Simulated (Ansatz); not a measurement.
Relaxation of BH5OSi2 (9 atoms, charge 0, multiplicity 1), to a largest force component of 0.02 eV/Å in at most 40 steps.

Level of theory: RHF/def2-SVP (Ansatz).

```xyz
9
Properties=species:S:1:pos:R:3:forces:R:3
O -0.219 1.864 -1.781 -0.34 0.47 -0.22
B -0.505 1.199 -0.642 -0.69 1.44 -0.72
Si 0.698 -0.202 -0.124 0.99 -2.30 1.02
Si 0.230 -1.732 1.387 0.02 0.69 -0.20
H -0.785 2.593 -2.033 0.30 -0.61 0.35
H -1.433 1.516 0.028 -0.38 0.12 0.22
H 1.623 -0.763 -1.125 0.10 0.06 -0.17
H 0.931 -2.985 1.679 0.41 -0.17 -0.33
H -0.541 -1.490 2.611 -0.40 0.30 0.06
```

**Question.** Where does it end, and by what steps?

**Answer.** The forces met the threshold. The force dipped under the threshold on the way, but the program's further checks kept it going. After 9 steps the energy has fallen by 0.276 eV; H9 moved furthest, 0.37 Å.

```csv
step,energy less start (eV),largest force component (eV/Å),accepted
0,0.0000,2.302,yes
1,-0.1956,0.670,yes
2,-0.2288,0.598,yes
3,-0.2168,0.562,no
4,-0.2649,0.140,yes
5,-0.2726,0.055,yes
6,-0.2753,0.015,yes
7,-0.2757,0.026,yes
8,-0.2744,0.120,no
9,-0.2758,0.004,yes
```

```xyz
9
Properties=species:S:1:pos:R:3
O -0.270 1.919 -1.743
B -0.483 1.158 -0.657
Si 0.659 -0.470 -0.309
Si 0.289 -1.653 1.431
H -0.851 2.661 -1.827
H -1.359 1.440 0.122
H 1.752 -0.875 -1.217
H 1.043 -2.862 1.810
H -0.781 -1.318 2.390
```

Whether the end is a true minimum wasn't checked by a vibrational analysis.

Time of the run: 16 s on 1 thread of Arm Neoverse V1, with other jobs on the host, peak memory 0.15 GiB.
